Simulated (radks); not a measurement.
Results of a calculation; reference values are marked as such.
Task: Isoelectronic series with 19 electrons, each ion in its NIST ground configuration. Code: a radial shooting solver on a logarithmic mesh with Libxc functionals. Model: Dirac Kohn-Sham, PBE, spin-unpolarised, spherical densities, finite nucleus; open shells fill j = l - 1/2 first; Fermi nuclear charge, rms radius of each element as measured or else 0.836 A^(1/3) + 0.57 fm. Total energies (hartree) and mean radii <r> (bohr) (* marks an orbital that is empty in some or all of the ions):

ion    configuration  E (hartree)  4s1/2*   3p3/2   3p1/2
K           [Ar] 4s1   -602.08908   5.007   1.438   1.429
Ti3+        [Ar] 3d1   -851.81353   2.615   1.059   1.052
Mn6+        [Ar] 3d1  -1148.28435   1.871  0.8336  0.8270
Ni9+        [Ar] 3d1  -1491.51998   1.481  0.6893  0.6828
Ga12+       [Ar] 3d1  -1881.91432   1.232  0.5884  0.5819
Se15+       [Ar] 3d1  -2319.96994   1.057  0.5137  0.5069
Rb18+       [Ar] 3d1  -2806.27789  0.9261  0.4559  0.4489
Zr21+       [Ar] 3d1  -3341.51403  0.8241  0.4098  0.4025
Tc24+       [Ar] 3d1  -3926.44076  0.7423  0.3722  0.3646
Pd27+       [Ar] 3d1  -4561.91691  0.6749  0.3408  0.3329
In30+       [Ar] 3d1  -5248.90136  0.6185  0.3143  0.3060
Te33+       [Ar] 3d1  -5988.45581  0.5704  0.2915  0.2828
Cs36+       [Ar] 3d1   -6781.7734  0.5289  0.2717  0.2626
Pm42+       [Ar] 3d1   -8535.0906  0.4608  0.2391  0.2292
Gd45+       [Ar] 3d1   -9498.1412  0.4325  0.2255  0.2151
Ho48+       [Ar] 3d1  -10521.1895  0.4071  0.2133  0.2024
Yb51+       [Ar] 3d1  -11606.1792  0.3842  0.2022  0.1909
Ta54+       [Ar] 3d1  -12755.4135  0.3634  0.1923  0.1804

Estimate the row of Ce39+ ([Ar] 3d1).

Result: E (hartree) -7630.1651; 4s1/2* 0.4927; 3p3/2 0.2544; 3p1/2 0.2449.
